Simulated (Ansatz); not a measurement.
The first iterations of a band of CH7FInNSi (12 atoms, charge 0, multiplicity 1).

These are results of Ansatz 0.2.0, RKS B3LYP-D4/def2-SVP, not measurements.

```json
{
 "movable images": "5",
 "climbing image": "yes",
 "spring": "5.0 eV/Å²",
 "optimiser": "quadratic models (default)",
 "start path": "through a guess of the saddle point",
 "force threshold": "0.03 eV/Å",
 "iteration limit": "60",
 "end points": "relaxed"
}
```

First end point:

```xyz
12
Properties=species:S:1:pos:R:3
C -2.415 -0.008 0.524
In -0.491 0.938 0.663
F -0.327 2.659 1.630
N 1.387 0.489 -0.003
Si 1.915 -0.884 -0.922
H -3.068 0.621 -0.097
H -2.312 -1.004 0.073
H -2.840 -0.089 1.534
H 2.081 1.189 0.256
H 0.706 -1.729 -1.163
H 2.936 -1.718 -0.211
H 2.505 -0.519 -2.249
```

Last end point:

```xyz
12
Properties=species:S:1:pos:R:3
C -2.132 -0.044 0.460
In -0.021 0.278 0.741
F 0.757 1.517 2.076
N 1.427 0.600 -0.920
Si 2.128 -1.198 -0.584
H -2.406 0.239 -0.565
H -2.363 -1.105 0.627
H -2.679 0.578 1.181
H 1.056 0.730 -1.862
H 0.879 -1.802 -1.254
H 1.330 -1.195 0.878
H 2.101 1.348 -0.745
```

| iteration | highest image above the first end (eV) | largest band force component (eV/Å) |
| --- | --- | --- |
| 1 | 237.113 | 900.734 |
| 2 | 97.085 | 336.118 |
| 3 | 55.871 | 189.740 |
| 4 | 25.774 | 77.171 |
| 5 | 12.919 | 34.786 |
| 6 | 6.039 | 17.048 |
| 7 | 4.011 | 8.932 |
| 8 | 3.919 | 6.117 |
| 9 | 2.616 | 4.165 |
| 10 | 2.268 | 2.263 |

Does the band converge within its limit, and where does its top end?

The forces met the threshold. It ended after 32 iterations with the highest image 2.961 eV above the first end. The profile has 2 maxima (images 1, 4) with wells between them (image 3): this band takes more than one step, which may be the mechanism or a detour left from its start path. Neighbouring images differ by up to 2.9 eV, so the band resolves the path poorly. A vibrational analysis at the climbing image gives one clearly imaginary mode, 1517i cm⁻¹: a first-order saddle point. The orbitals stay closed-shell, which can raise the energy where a bond breaks towards radicals; this wasn't checked here.

Time of the run: 13 min on 2 threads of Intel(R) Xeon(R) Platinum 8259CL CPU @ 2.50GHz (Skylake/Cascade Lake), with other jobs on the host, peak memory 0.37 GiB.
